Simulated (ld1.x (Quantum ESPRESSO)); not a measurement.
**Mo (Z = 42): one change to a TM potential, before and after**

```
Element                 : molybdenum (Mo)
Generator               : ld1.x (Quantum ESPRESSO) 7.5
Type                    : norm-conserving Troullier–Martins (Kleinman–Bylander form)
Functional              : PBE
Relativity              : scalar-relativistic
Frozen core             : [Ar] 3d10
Valence charge          : 14
Reference configuration : 4s2 4p6 4d3 5s0 5p0 (charge +3)
Partial waves           : 4p (bound): rc 1.60 bohr; 4d (bound): rc 1.70 bohr; 4s (bound): rc 1.30 bohr
Local potential         : the s channel
Core correction         : Bessel-smoothed model core inside 1.20 bohr
```

All-electron outer shells of the reference configuration (PBE, scalar-relativistic, ld1.x):

| shell | level (eV) | outermost node (bohr) | outermost maximum (bohr) |
| --- | --- | --- | --- |
| 3d | -253.80 | – | 0.32 |
| 4s | -96.30 | 0.51 | 0.99 |
| 4p | -70.02 | 0.52 | 1.06 |
| 4d | -32.91 | 0.53 | 1.32 |
| 5s | -26.70 | 1.30 | 2.46 |
| 5p | -20.67 | 1.46 | 2.86 |

Change: wave 4s (bound): rc 1.30 bohr becomes 4s (bound): rc 1.32 bohr.

Cutoffs: the cutoffs (Ry, on a coarse ladder) from which the occupation-weighted sum of valence levels, in a spherical-Bessel basis at the reference potential, stays within 10 and 1 mRy of its value at 400 Ry; they do not see the model core or the augmentation charge, which bear on the density cutoff. Errors are all-electron minus pseudo energies relative to the spin-unpolarised reference configuration.

Task: What does the change do?

Result: The potential gets neither clearly harder nor softer (90 Ry and 140 Ry → 80 Ry and 140 Ry); of the 7 tests that both files solve, the error grows in 4 and shrinks in 0 by more than 15 % and 0.3 meV (median size 79.8 → 93.4 meV); neither file shows a bound ghost. More of the atom is replaced by a form fitted at one configuration, so other configurations suffer.

| quantity | base | changed |
| --- | --- | --- |
| cutoff, loose | 90 Ry | 80 Ry |
| cutoff, tight | 140 Ry | 140 Ry |
| bound ghosts | none | none |
| error for 4s2 4p6 4d5 5s1 5p0, meV [ΔE -49.10 eV] | +140 | +165 |
| error for 4s2 4p6 4d5 5s0 5p0, meV [ΔE -42.21 eV] | +22 | +24 |
| error for 4s2 4p6 4d4 5s0 5p0, meV [ΔE -26.74 eV] | +8.5 | +9.3 |
| error for 4s2 4p6 4d5 5s0.5 5p0, meV [ΔE -46.37 eV] | +90 | +106 |
| error for 4s2 4p6 4d5.5 5s0.5 5p0, meV [ΔE -48.82 eV] | +80 | +93 |
| error for 4s2 4p5 4d5 5s1 5p0, meV [ΔE -5.13 eV] | +174 | +216 |
| error for 4s2 4p6 4d2 5s0 5p0, meV [ΔE 39.50 eV] | +11 | +12 |
| s: phases at 1.86 bohr within 0.05 rad from the reference energy up to (Ry; the scan ends near 5) | -1.4 | -1.6 |
| p: phases at 1.86 bohr within 0.05 rad from the reference energy up to (Ry; the scan ends near 5) | -0.7 | -0.7 |
| d: phases at 1.86 bohr within 0.05 rad from the reference energy up to (Ry; the scan ends near 5) | 2.2 | 2.1 |
